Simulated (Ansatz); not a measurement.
Input and output for C₅HAlF₈O₂ (`FC(F)(F)C1=CC(C(F)(F)F)=[O+][Al-]([F])([F])[O]1`).

```yaml
crystal:
  periodic: [false, false, false]
  atoms:
    - {symbol: F, position_ang: [-2.495690, 2.336440, -1.022733]}
    - {symbol: C, position_ang: [-1.554273, 2.145388, -0.121407]}
    - {symbol: F, position_ang: [-2.105223, 2.177397, 1.092829]}
    - {symbol: F, position_ang: [-0.671275, 3.141872, -0.200444]}
    - {symbol: C, position_ang: [-0.837071, 0.800684, -0.328851]}
    - {symbol: C, position_ang: [0.183045, 0.469034, 0.551114]}
    - {symbol: C, position_ang: [0.864117, -0.731476, 0.410091]}
    - {symbol: C, position_ang: [1.985777, -1.042111, 1.415592]}
    - {symbol: F, position_ang: [1.489446, -1.049968, 2.653529]}
    - {symbol: F, position_ang: [2.920853, -0.093153, 1.351774]}
    - {symbol: F, position_ang: [2.544909, -2.209709, 1.172199]}
    - {symbol: O, position_ang: [0.656713, -1.608328, -0.470763]}
    - {symbol: Al, position_ang: [-0.595431, -1.523022, -1.787104]}
    - {symbol: F, position_ang: [-1.739959, -2.667906, -1.525766]}
    - {symbol: F, position_ang: [0.150348, -1.396525, -3.242008]}
    - {symbol: O, position_ang: [-1.244311, 0.103636, -1.296360]}
    - {symbol: H, position_ang: [0.448035, 1.147727, 1.348298]}
basis:
  gaussian: {orbitals: def2-SVPD}
hamiltonian: {xc: {name: B3LYP5}}
scf: {lower_state_search: light}
output: {forces: true}
```

```sh
$ ansatz run in.yaml --threads 11 --pin off --events-out ev --progress --plain --max-ram 120832MiB --backend cuda --devices 0, --max-vram 75GiB
```

Shortened log:

```
Functional definition: B3LYP5
2997 factors; their error is unknown
mean field evaluation 1: about -37581.7255 eV, gradient 9.8e1 eV
mean field evaluation 2: about -37556.3368 eV, gradient 1.6e2 eV
mean field evaluation 4: about -37596.5606 eV, gradient 8.3e0 eV
mean field evaluation 8: about -37596.6854 eV, gradient 2.2e-1 eV
mean field evaluation 16: about -37596.7650 eV, gradient 1.2e-3 eV
mean field -37596.76503597 eV, -1381.6556310692 hartree, gradient 6.9e-5 eV, S^2 0.000000; 0 other end points of the search recorded, 0 dependent functions left out
reference -37596.76545196 eV, -1381.6556463565 hartree; 66, 66 occupied and 296, 296 virtual orbitals, 2997 factors
Total energy: -37596.76545196 eV, -1381.6556463565 hartree
Atom 0 at    -2.495690     2.336440    -1.022733 Å, force    -0.342100     0.075218    -0.323333 eV/Å
Atom 1 at    -1.554273     2.145388    -0.121407 Å, force     0.036010    -0.162571    -0.081398 eV/Å
Atom 2 at    -2.105223     2.177397     1.092829 Å, force    -0.218987     0.018551     0.468682 eV/Å
Atom 3 at    -0.671275     3.141872    -0.200444 Å, force     0.336217     0.392276    -0.032151 eV/Å
Atom 4 at    -0.837071     0.800684    -0.328851 Å, force    -0.165535     0.358700     0.084515 eV/Å
Atom 5 at     0.183045     0.469034     0.551114 Å, force     0.044329     0.113417     0.133239 eV/Å
Atom 6 at     0.864117    -0.731476     0.410091 Å, force     0.286637    -0.048086     0.280735 eV/Å
Atom 7 at     1.985777    -1.042111     1.415592 Å, force    -0.111724    -0.030479    -0.144776 eV/Å
Atom 8 at     1.489446    -1.049968     2.653529 Å, force    -0.185801    -0.007394     0.482989 eV/Å
Atom 9 at     2.920853    -0.093153     1.351774 Å, force     0.368561     0.362912    -0.021165 eV/Å
Atom 10 at     2.544909    -2.209709     1.172199 Å, force     0.206535    -0.421611    -0.082735 eV/Å
Atom 11 at     0.656713    -1.608328    -0.470763 Å, force     0.054046    -0.293955    -0.159173 eV/Å
Atom 12 at    -0.595431    -1.523022    -1.787104 Å, force     0.061399     0.156446     0.183038 eV/Å
Atom 13 at    -1.739959    -2.667906    -1.525766 Å, force    -0.681811    -0.683071     0.153506 eV/Å
Atom 14 at     0.150348    -1.396525    -3.242008 Å, force     0.443257     0.073695    -0.867815 eV/Å
Atom 15 at    -1.244311     0.103636    -1.296360 Å, force    -0.195502    -0.068971    -0.267664 eV/Å
Atom 16 at     0.448035     1.147727     1.348298 Å, force     0.064470     0.164921     0.193507 eV/Å
Dipole moment:     0.194393     0.497230     0.583455 e Å
```

Run time 2.2 s (11 threads of an AMD EPYC 7R13 on a shared host and a whole NVIDIA H100 80 GB); peak host memory 1.3 GiB.
